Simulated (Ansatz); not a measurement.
A structure relaxed at PBE/def2-SVPD in Ansatz, charge -1, doublet:

Cartesian coordinates in Å:
```
Rb -2.7158 1.8127 -1.0129
Rb 1.6913 -3.0013 0.7816
Rb 4.1964 0.9857 2.1311
Rb -2.1960 -2.1999 -3.9212
Rb -3.0962 -2.6036 0.7438
Rb 1.0431 4.1635 0.5052
Rb -0.6060 0.5080 3.1935
Rb 1.6833 0.3349 -2.4211
```

Question: Give its formula.

Answer: Rb8⁻.

Question: Summarise the bond lengths by kind (pairs closer than 1.2 times the sum of covalent radii, bridged metal pairs left out).

Answer: 17 × Rb–Rb 4.62 to 5.24 Å.

In the def2 sets Rb takes a core potential; there is no spin–orbit coupling. The highest occupied level of the charge -1 doublet lies above zero (up to 0.03 eV). It is a level of α spin, whose loss leaves a singlet; that state wasn't run at this geometry and level. The electron is either unbound and held by the finite basis, or the level is raised by self-interaction error. The relaxation made no stability test and no search for a lower SCF solution. Another isomer (doublet) lies 0.03 eV lower at PBE0/def2-TZVPD; other spin states weren't run for this one.
